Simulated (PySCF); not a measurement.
C2H7FSi2, SMILES F[SiH2]/C=C\[SiH3].

Coordinates come from a PBE0-D3(BJ)/def2-SVP optimisation. The structure was generated by enumeration; whether it is a known compound was not checked. Other conformers were not sampled.

Method: PBE0/def2-TZVP (PySCF).

Symmetry labels are those of the subgroup Cs that the program uses (full group Cs).

Computed valence orbital energies around the gap with their symmetry:
| orbital | symmetry | energy (eV) |
|---|---|---|
| HOMO−7 | A' | -12.44 |
| HOMO−6 | A' | -12.15 |
| HOMO−5 | A' | -10.39 |
| HOMO−4 | A" | -10.01 |
| HOMO−3 | A" | -9.79 |
| HOMO−2 | A' | -9.42 |
| HOMO−1 | A' | -8.59 |
| HOMO | A" | -8.12 |
| LUMO | A" | -1.30 |
| LUMO+1 | A' | -0.04 |
| LUMO+2 | A' | 1.01 |
| LUMO+3 | A' | 1.37 |
